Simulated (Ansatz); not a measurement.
Saddle point of BNH$_{4}$F$_{2}$, closed shell (BHF₂ ([F][BH][F]) + NH₃ → BNH₂F₂ ([NH2][B]([F])[F]) + H₂; bonds formed: H2–H5; dative contacts that become bonds: B1–N6; bonds broken: B1–H2, H5–N6), PBE0-D4/def2-TZVP structure:

B1  (-0.221, -0.368, -0.513)
H2  (0.518, 0.596, -1.271)
F3  (0.380, -1.552, -0.745)
F4  (-1.508, -0.217, -0.888)
H5  (0.594, 0.814, -0.267)
N6  (0.121, 0.263, 0.860)
H7  (-0.629, 0.717, 1.361)
H8  (0.746, -0.252, 1.463)
(Å)

Energies are electronic, without zero-point energy. Barriers and step energies count from the start structure reached by relaxing down the imaginary mode; all methods use the PBE0-D4 structures, on which another method's saddle can fall below an end. Program: Ansatz 0.2.0. Basis: def2-TZVPP, with def2-QZVPP for the basis limit. Cores are frozen in the correlated methods. B3LYP uses VWN-RPA correlation. Extrapolation: Hartree–Fock as exp(−7.88 √X), correlation as X^−2.97.

```csv
method,barrier (kJ/mol),step energy (kJ/mol)
SPW92,133.1,8.6
PBE-D4,149.1,-12.9
BLYP-D4,161.3,-27.3
r2SCAN-D4,?,-15.7
B97M-V,?,-19.9
PBE0-D4,163.6,-9.3
B3LYP-D4,171.7,-22.3
r2SCAN0-D4,169.7,-12.3
BHLYP-D4,189.4,-18.1
CAM-B3LYP-D4,?,-16.6
wB97X-V,176.9,-11.9
wB97M-V,173.6,-15.9
B2PLYP,177.7,-19.3
PBE-QIDH,176.7,-7.9
RPA on PBE,182.8,-13.1
HF,220.0,-32.6
MP2,179.7,-14.5
CCSD,189.8,-13.6
CCSD(T),183.3,-12.7
```

Question: Fill in the withheld barriers. (Judge from chemistry; the value comes from the calculation.)

Answer: Computed: B97M-V 165.3; CAM-B3LYP-D4 175.7; r2SCAN-D4 159.4 kJ/mol. Each is the energy of the saddle less that of the start structure, by the same method.

For comparison, the barrier by CCSD(T) at an estimated basis limit (MP2 extrapolated from triple and quadruple zeta, plus CCSD(T) − MP2 in triple zeta) is 182.1 kJ/mol.

The T1 diagnostic stays at or below 0.012. The end structure is not quite a true minimum (one mode of 28i cm⁻¹).

The step is the kind of exchange with an N–H group that builds nitride films in atomic layer and chemical vapour deposition.

Labels in which every atom is bracketed show which atoms are joined, not bond orders.

For scale, one of the runs: CCSD(T)/def2-TZVPP, 180 basis functions, launched by `ansatz run in.yaml --threads 2 --pin off --events-out ev --progress --plain --max-ram 4352MiB`. The run took 51 s on 2 CPU threads of an Arm Neoverse V2 (shared host), with 1.9 GiB of host memory at its peak.
